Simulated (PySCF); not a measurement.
Zr⁺ (zirconium, charge +1) across methods

[Kr] 4d1 5s1 5p1, one real determinant (an excited configuration). Calculation: PySCF 2.14, in x2c-TZVPPall with one added diffuse shell each of s, p, d, f type (9s7p7d3f1g, 95 functions); scalar relativity by spin-free X2C-1e.

```
   method  E (hartree)  mean ε 4d α (eV)  mean ε 5s α (eV)  mean ε 5p α (eV)  Σ⟨r²⟩ (bohr²)   ⟨S²⟩
BHandHLYP     -3597.83           -16.350           -13.611            -9.306          54.82  3.751
      UHF  -3595.83663           -18.279           -15.055            -9.943          55.71  3.754
   r2SCAN     -3597.81           -14.322           -12.354            -8.340          54.49  3.751
  r2SCAN0     -3597.80           -15.560           -13.163            -8.989          54.57  3.752
     PBE0     -3597.51           -15.287           -13.024            -8.975          54.55  3.751
      PBE     -3597.43           -13.939           -12.191            -8.282          54.49  3.751
CAM-B3LYP     -3598.02           -16.425           -14.125            -9.751          54.54  3.751
    wB97X     -3597.90           -17.349           -14.837           -10.504          54.65  3.751
      LDA     -3593.36           -13.823           -12.361            -8.242          54.34  3.750
```

⟨L²⟩ = 8.17 against 12 for a pure F term, so this real determinant mixes terms.
